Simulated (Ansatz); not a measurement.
CH7ClOSi2 can be A, `O[SiH2]C([SiH3])Cl`, or B, `O[SiH2][SiH2]CCl`.

Gas-phase electronic energies from Ansatz, PBE0-D4/def2-TZVP geometries. CCSD(T)/CBS adds triple-zeta CCSD(T) − MP2 to the extrapolated MP2 energy (def2 sets, frozen cores). Functionals use def2-TZVPP. B3LYP here is the variant with VWN-RPA as its local correlation; programs differ in this. One conformer a species, not always the lowest.

**Question.** Which isomer does CCSD(T)/CBS put lower? Give the gap. (Best estimate.)

**Answer.** Computed: A, by 4.9 kcal/mol.

**Question.** Give E(B) − E(A) in kcal/mol with B2PLYP, MP2/def2-TZVPP, CCSD(T)/def2-TZVPP, r2SCAN-D4, B3LYP, B3LYP-D4, CCSD/def2-TZVPP. (Estimate.)

**Answer.** Computed: B2PLYP 4.4, MP2/def2-TZVPP 6.5, CCSD(T)/def2-TZVPP 4.9, r2SCAN-D4 3.8, B3LYP 2.9, B3LYP-D4 3.9, CCSD/def2-TZVPP 4.7. None reverses the order clearly.

Largest T1 diagnostic: 0.011.

The D4 term adds +1.0 kcal/mol with B3LYP and +0.5 kcal/mol with PBE0; it sums over pairs of atoms, weighted by their polarisabilities, and B3LYP, whose exchange is more repulsive, gets the larger term. From PBE to PBE0 (25 % exact exchange), in def2-TZVPP and without D4, E(B) − E(A) moves by +0.9 kcal/mol.
